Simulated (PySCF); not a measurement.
# Chlorine: a sound run and one with changed settings

Sound run: Cl⁺ [Ne] 3s2 3p4, Cl²⁺ [Ne] 3s2 3p3. Calculation: PySCF 2.14, in cc-pVTZ-DK (5s4p2d1f, 34 functions); scalar relativity by spin-free X2C-1e. In the sound run the correlated levels freeze [Ne]. The sound run starts from symmetry-adapted Hartree-Fock orbitals and uses a fine grid where one is needed.

Changed run: the non-relativistic Hamiltonian (point nucleus). This setting is unsound on purpose.

```
species   method  sound run (hartree)  changed run (hartree)  converged
    Cl⁺      UHF           -460.46221             -458.65428        yes
    Cl⁺      LDA           -459.57431             -457.76917        yes
    Cl⁺     BP86           -461.14218             -459.33598        yes
    Cl⁺      MP2           -460.58581             -458.77785        yes
    Cl⁺  CCSD(T)           -460.61416             -458.80632        yes
   Cl²⁺      UHF           -459.63280             -457.82405        yes
   Cl²⁺      LDA           -458.69417             -456.88811        yes
   Cl²⁺     BP86           -460.26029             -458.45316        yes
   Cl²⁺      MP2           -459.72830             -457.91959        yes
   Cl²⁺  CCSD(T)           -459.75162             -457.94305        yes
```

Ionisation energy of Cl⁺:

| method | sound run (eV) | changed run (eV) |
| --- | --- | --- |
| UHF | 22.569 | 22.592 |
| LDA | 23.950 | 23.975 |
| BP86 | 23.998 | 24.023 |
| MP2 | 23.334 | 23.354 |
| SCS-MP2 | 23.416 | 23.436 |
| CCSD | 23.443 | 23.463 |
| CCSD(T) | 23.471 | 23.491 |

Most of the change in total energy is the relativistic energy itself. On top of that the contraction fixes the core shape for the Hamiltonian it was made with, so the changed run is not a good calculation with the other Hamiltonian either.

For comparison, NIST gives 23.814 eV between the lowest levels.
